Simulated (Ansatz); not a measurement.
`OB(O)S` + HCl → `OB(O)Cl` + H₂S  (ligand exchange at a B–S bond)

Program: Ansatz. Geometries: PBE0-D4/def2-TZVP. ΔE: electronic, gas phase. CBS: MP2 limit from def2 TZ/QZ plus the TZ coupled-cluster correction, frozen cores. This one scheme is used for every species. Functionals use def2-TZVPP. HSE06 is defined as in plane-wave codes. One conformer a species, not always the lowest.

`OB(O)S`:

Z-matrix (Å, degrees):
```
B
O 1 1.357
S 1 1.829 2 115.3
O 1 1.365 2 119.2 3 180.0
H 2 0.961 1 112.0 3 -180.0
H 3 1.342 1 96.9 2 -180.0
H 4 0.957 1 115.3 2 -180.0
```

HCl:

Z-matrix (Å, degrees):
```
Cl
H 1 1.279
```

`OB(O)Cl`:

Z-matrix (Å, degrees):
```
B
O 1 1.349
Cl 1 1.771 2 118.0
O 1 1.357 2 121.0 3 180.0
H 2 0.962 1 112.0 3 -180.0
H 4 0.960 1 113.5 2 -180.0
```

H₂S:

```xyz
3

S    -0.287    0.140    0.531
H    -0.693   -0.385   -0.635
H     0.980    0.245    0.104
```

```json
{"level": "PBE-D4", "ΔE (eV)": "-0.29"}
{"level": "HSE06-D4", "ΔE (eV)": "-0.31"}
```

(1) What does CCSD(T)/CBS give? (Estimate.)

Largest T1 diagnostic among the species: 0.012.

## Answers

(1) The calculation gave: -0.31 eV. The listed levels differ from it by 0.02, 0.00 eV.

In def2-TZVPP, CCSD(T) changes the Hartree–Fock value by +0.08 eV (the triples alone add +0.01 eV) and MP2 by +0.08 eV. Leaving LDA and LC-ωPBE aside and taking each functional with its dispersion term where it has one, the values, not all of them listed here, spread over 0.06 eV, from BHLYP-D4 to revPBE-D4.
